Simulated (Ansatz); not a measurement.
C2H5FSi2, SMILES C#C[Si@@H](F)[SiH3].

The structure is a stationary point at B3LYP-D3(BJ)/def2-SVP. The structure was generated by enumeration; whether it is a known compound was not checked.

Two levels are set side by side: PBE/def2-SVPD (Ansatz, an electronic-structure program) and PBE0/def2-SVPD (Ansatz). Energy differences of separate SCF runs at the same geometry; the states with an electron removed or added have multiplicity 2 and 2. Differences are taken from unrounded values.

```json
[
 {"quantity": "vertical ionisation energy (eV)", "PBE0": "10.01", "PBE": "9.69", "PBE minus PBE0": "-0.32"},
 {"quantity": "vertical singlet–triplet gap (eV)", "PBE0": "4.80", "PBE": "4.66", "PBE minus PBE0": "-0.14"}
]
```
